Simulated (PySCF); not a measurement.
**Ionising BiH**

UHF-SCS-MP2; PySCF, scalar-relativistic core potentials, basis sets Bi aug-cc-pVDZ-PP with ECP60, H aug-cc-pVDZ. Neutral (UHF): triplet (π ↑↑), Re = 1.794 Å, ωe = 1831 cm⁻¹, De = 2.07 eV.

BiH⁻ (UHF): doublet (π ↑), Re = 1.816 Å, ωe = 1695 cm⁻¹. The energies at the minima are -214.22864 hartree for BiH and -214.25396 for BiH⁻.

(1) Work out the adiabatic electron affinity, without and with harmonic zero-point energies (1 hartree = 27.2114 eV, 1 eV = 8065.5 cm⁻¹), and the change of the bond length.

Correlated steps freeze 4 core orbitals. Correlated levels converge slowly with the basis: in double zeta they bind strong bonds too weakly, by up to about 1 eV, and carry superposition errors of some tenths. Spin–orbit coupling is left out, which matters for elements this heavy, above all for dissociation energies. States were picked by a PBE0 search and need not be the measured ground states.

Answers

(1) At UHF-SCS-MP2: 0.02532 hartree = 0.689 eV between the minima; the zero-point term (1831.0 − 1695.0)/2 cm⁻¹ = +0.008 eV makes it 0.697 eV. Re changes by +2.2 pm against the neutral. The electron enters a π orbital, which is non-bonding in a hydride.
